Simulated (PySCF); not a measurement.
# Working out the ionisation energy of Pb⁺

Pb⁺ [Xe] 4f14 5d10 6s2 6p1 (2P) → Pb²⁺ [Xe] 4f14 5d10 6s2 (1S). Calculation: PySCF 2.14, in aug-cc-pwCVDZ-PP with ECP60MDF; scalar relativity through the core potential. Frozen: nothing. Energies in hartree (1 hartree = 27.21139 eV):

| part | Pb⁺ (lower) | Pb²⁺ (upper) |
| --- | --- | --- |
| UHF | -191.591547 | -191.107224 |
| CCSD correlation | -0.395818 | -0.386106 |
| (T) | -0.007201 | -0.007068 |

**Question.** What does Hartree-Fock give?

**Answer.** (-191.107224) − (-191.591547) = 0.484323 hartree = 13.179 eV.

**Question.** What do CCSD and CCSD(T) give?

**Answer.** The CCSD correlation energies differ by 0.009712 hartree = 0.264 eV and the triples by 0.000133 hartree = 0.004 eV, so CCSD gives 13.443 eV and CCSD(T) 13.447 eV.

Measured between the centres of the two terms (NIST): 13.869 eV, so CCSD(T) (valence and next inner shell) is off by -0.422 eV.

A double-zeta basis recovers only part of the correlation energy.

What remains against the reference includes basis incompleteness and higher excitations.
